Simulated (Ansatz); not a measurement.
Predict a relaxed structure of [10]phenacene, `c1ccc2c(c1)ccc1c2ccc2c1ccc1c2ccc2c3ccc4c5ccc6ccccc6c5ccc4c3ccc12`, charge 0, singlet, at r2SCAN-D4/def2-SVP (Ansatz).


```xyz
66

C    -2.285    2.700   10.570
C    -1.187    3.360    9.982
C    -0.825    3.092    8.672
C    -1.539    2.154    7.885
C    -2.652    1.488    8.489
C    -3.004    1.779    9.831
C    -3.391    0.538    7.723
C    -3.056    0.253    6.427
C    -1.952    0.891    5.778
C    -1.191    1.845    6.510
C    -0.096    2.475    5.857
C     0.237    2.187    4.557
C    -0.495    1.240    3.788
C    -1.600    0.587    4.407
C    -2.332   -0.360    3.634
C    -2.000   -0.649    2.335
C    -0.903   -0.020    1.680
C    -0.145    0.934    2.416
C     0.952    1.563    1.761
C     1.285    1.274    0.462
C     0.552    0.327   -0.309
C     0.903    0.021   -1.680
C     2.000    0.650   -2.335
C     2.333    0.360   -3.634
C     1.600   -0.586   -4.407
C     1.952   -0.891   -5.778
C     3.056   -0.253   -6.427
C     3.392   -0.539   -7.723
C     2.653   -1.489   -8.489
C     3.005   -1.781   -9.830
C     2.287   -2.703  -10.569
C     1.188   -3.362   -9.981
C     0.825   -3.093   -8.671
C     1.539   -2.154   -7.885
C     1.191   -1.845   -6.510
C     0.094   -2.473   -5.858
C    -0.239   -2.184   -4.558
C     0.494   -1.238   -3.789
C     0.144   -0.932   -2.416
C    -0.953   -1.562   -1.762
C    -1.285   -1.272   -0.462
C    -0.553   -0.325    0.308
H    -2.565    2.917   11.605
H    -0.616    4.090   10.562
H     0.030    3.622    8.248
H    -3.859    1.257   10.271
H    -4.240    0.034    8.195
H    -3.652   -0.482    5.886
H     0.504    3.211    6.394
H     1.089    2.706    4.116
H    -3.184   -0.880    4.073
H    -2.603   -1.385    1.802
H     1.555    2.299    2.294
H     2.137    1.792    0.021
H     2.604    1.384   -1.801
H     3.185    0.879   -4.073
H     3.653    0.481   -5.886
H     4.241   -0.036   -8.194
H     3.861   -1.260  -10.270
H     2.568   -2.921  -11.603
H     0.617   -4.092  -10.561
H    -0.030   -3.622   -8.248
H    -0.507   -3.208   -6.395
H    -1.092   -2.702   -4.117
H    -1.556   -2.297   -2.295
H    -2.137   -1.791   -0.022
```
Point group C2h (tolerance 0.1 Å). This is one stationary point.

Single mean-field runs in def2-SVP are fitted with def2-universal-jkfit.
